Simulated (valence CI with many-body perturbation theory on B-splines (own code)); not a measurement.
## Energy levels of Ge27+

Method: relativistic CI+MBPT: three valence electrons over a frozen Dirac-Fock core [He], radial functions for each j: 11 s, 11 p, 10 d, 8 f, 5 g, 2 h, with the one-electron correlation potential Σ1, the two-electron term Σ2, the three-electron term Σ3, Breit, model QED; selected CI, second order for the rest, scaled by the run's own slope (own B-spline code, finite nucleus).

The last digits are not significant, and no measured levels were compared; by estimate large intervals hold to a few tenths of a per cent, small ones and those within an open d or f shell to about a per cent.

Levels 91 to 135 of 208, with energies above the lowest level, (2s^2 2p1/2) J=1/2. "Leading %" is the weight of the configuration and term that name the level; weights of strongly mixed levels are sums over their largest components and can fall short. In the jj column 3d3/2^4 stands for four electrons in 3d with j = 3/2. Lifetimes count E1, E2, E3, M1 and M2 decay at the calculated energies, and are blank where another channel may lead or the interval is too uncertain; long ones can be off by a factor of two.

| No. | Configuration | Term | J | E (eV) | Leading % | Lifetime | g | Leading jj |
| --- | --- | --- | --- | --- | --- | --- | --- | --- |
| 91 | 2p²3d | ⁴F | 5/2 | 1857.6 | 48 | 179 fs | 0.989 | 2p1/2 2p3/2 3d3/2 (91 %) |
| 92 | 2p²3d | ⁴D | 1/2 | 1858.6 | 82 | 186 fs | 0.189 | 2p1/2 2p3/2 3d3/2 (99 %) |
| 93 | 2p²3d | ⁴F | 7/2 | 1858.7 | 68 | 756 fs | 1.273 | 2p1/2 2p3/2 3d5/2 (91 %) |
| 94 | 2p²3p | ²P° | 1/2 | 1859.9 | 77 | 79.6 fs | 0.795 | 2p1/2 2p3/2 3p3/2 (78 %) |
| 95 | 2p²3d | ²F | 7/2 | 1863.9 | 43 | 9.43 ps | 1.182 | 2p1/2 2p3/2 3d3/2 (69 %) |
| 96 | 2p²3d | ²F | 5/2 | 1865.2 | 40 | 30.4 fs | 1.210 | 2p1/2 2p3/2 3d5/2 (88 %) |
| 97 | 2p²3d | ⁴D | 3/2 | 1865.5 | 44 | 49.0 fs | 1.230 | 2p1/2 2p3/2 3d5/2 (84 %) |
| 98 | 2p²3d | ⁴F | 9/2 | 1866.7 | 62 | 17.2 ps | 1.245 | 2p1/2 2p3/2 3d5/2 (92 %) |
| 99 | 2p²3d | ⁴D | 5/2 | 1872.6 | 36 | 22.9 fs | 1.321 | 2p1/2 2p3/2 3d3/2 (48 %) |
| 100 | 2p²3d | ⁴P | 3/2 | 1874.6 | 56 | 16.7 fs | 1.460 | 2p1/2 2p3/2 3d3/2 (78 %) |
| 101 | 2p²3d | ⁴P | 1/2 | 1875.4 | 41 | 22.0 fs | 2.146 | 2p1/2 2p3/2 3d3/2 (50 %) |
| 102 | 2p²3p | ²D° | 3/2 | 1875.6 | 38 | 65.3 fs | 1.286 | 2p3/2^2 3p1/2 (87 %) |
| 103 | 2p²3p | ²D° | 5/2 | 1877.6 | 52 | 80.0 fs | 1.159 | 2p3/2^2 3p3/2 (82 %) |
| 104 | 2p²3s | ²S | 1/2 | 1878.0 | 34 | 23.6 fs | 1.628 | 2p1/2 2p3/2 3d3/2 (37 %) |
| 105 | 2p²3p | ²D° | 5/2 | 1878.4 | 68 | 62.4 fs | 1.240 | 2p3/2^2 3p1/2 (71 %) |
| 106 | 2p²3d | ²G | 7/2 | 1878.9 | 40 | 24.1 fs | 1.084 | 2p1/2 2p3/2 3d5/2 (70 %) |
| 107 | 2p²3p | ²F° | 7/2 | 1879.2 | 60 | 100 fs | 1.251 | 2p3/2^2 3p3/2 (91 %) |
| 108 | 2p²3d | ²D | 5/2 | 1880.5 | 62 | 13.8 fs | 1.103 | 2p1/2 2p3/2 3d5/2 (55 %) |
| 109 | 2p²3p | ²P° | 1/2 | 1881.1 | 78 | 73.1 fs | 0.942 | 2p3/2^2 3p3/2 (78 %) |
| 110 | 2p²3d | ²D | 3/2 | 1881.8 | 79 | 24.7 fs | 0.870 | 2p1/2 2p3/2 3d5/2 (88 %) |
| 111 | 2p²3d | ²P | 1/2 | 1881.9 | 54 | 44.7 fs | 1.166 | 2p1/2 2p3/2 3d5/2 (45 %) |
| 112 | 2p²3p | ²P° | 3/2 | 1898.5 | 66 | 72.5 fs | 1.267 | 2p3/2^2 3p3/2 (94 %) |
| 113 | 2p²3d | ²F | 7/2 | 1901.5 | 55 | 610 fs | 1.199 | 2p3/2^2 3d5/2 (95 %) |
| 114 | 2p²3d | ²G | 9/2 | 1903.7 | 62 | 16.4 ps | 1.191 | 2p3/2^2 3d5/2 (92 %) |
| 115 | 2p²3d | ²D | 3/2 | 1906.9 | 58 | 22.4 fs | 1.024 | 2p3/2^2 3d3/2 (89 %) |
| 116 | 2p²3d | ²D | 5/2 | 1907.0 | 41 | 19.8 fs | 1.197 | 2p3/2^2 3d3/2 (74 %) |
| 117 | 2p²3d | ²P | 1/2 | 1907.8 | 81 | 35.0 fs | 0.801 | 2p3/2^2 3d3/2 (42 %) |
| 118 | 2p²3p | ²P° | 1/2 | 1907.8 | 89 | 68.7 fs | 0.667 | 2p3/2^2 3p1/2 (89 %) |
| 119 | 2p²3d | ²F | 7/2 | 1910.3 | 59 | 15.8 fs | 1.083 | 2p3/2^2 3d3/2 (90 %) |
| 120 | 2p²3p | ²P° | 3/2 | 1915.3 | 81 | 80.2 fs | 1.319 | 2p3/2^2 3p3/2 (90 %) |
| 121 | 2p²3d | ²S | 1/2 | 1916.4 | 65 | 22.9 fs | 2.037 | 2p3/2^2 3d3/2 (45 %) |
| 122 | 2p²3d | ²P | 3/2 | 1919.0 | 68 | 18.0 fs | 1.279 | 2p3/2^2 3d5/2 (86 %) |
| 123 | 2p²3d | ²D | 5/2 | 1919.9 | 61 | 16.5 fs | 1.097 | 2p3/2^2 3d5/2 (81 %) |
| 124 | 2p²3d | ²D | 5/2 | 1940.9 | 81 | 27.4 fs | 1.187 | 2p3/2^2 3d5/2 (89 %) |
| 125 | 2p²3d | ²D | 3/2 | 1941.5 | 90 | 19.6 fs | 0.802 | 2p3/2^2 3d3/2 (88 %) |
| 126 | 2s²4s | ²S | 1/2 | 2181.5 | 96 | 242 fs | 2.001 | 2s^2 4s (96 %) |
| 127 | 2s²4p | ²P° | 1/2 | 2193.4 | 96 | 414 fs | 0.664 | 2s^2 4p1/2 (96 %) |
| 128 | 2s²4p | ²P° | 3/2 | 2197.7 | 96 | 440 fs | 1.333 | 2s^2 4p3/2 (96 %) |
| 129 | 2s²4d | ²D | 3/2 | 2207.3 | 96 | 50.1 fs | 0.798 | 2s^2 4d3/2 (96 %) |
| 130 | 2s²4d | ²D | 5/2 | 2208.6 | 96 | 51.2 fs | 1.199 | 2s^2 4d5/2 (96 %) |
| 131 | 2s²4f | ²F° | 5/2 | 2214.2 | 96 | 113 fs | 0.855 | 2s^2 4f5/2 (96 %) |
| 132 | 2s²4f | ²F° | 7/2 | 2214.8 | 96 | 113 fs | 1.142 | 2s^2 4f7/2 (96 %) |
| 133 | 2s2p4s | ⁴P° | 1/2 | 2237.2 | 83 | 259 fs | 2.337 | 2s 2p1/2 4s (99 %) |
| 134 | 2s2p4s | ⁴P° | 3/2 | 2244.3 | 80 | 240 fs | 1.649 | 2s 2p1/2 4s (88 %) |
| 135 | 2s2p4s | ²P° | 1/2 | 2247.1 | 85 | 262 fs | 0.942 | 2s 2p1/2 4s (88 %) |

Where two levels of one J and parity lie close, their mixing, g and order are uncertain.
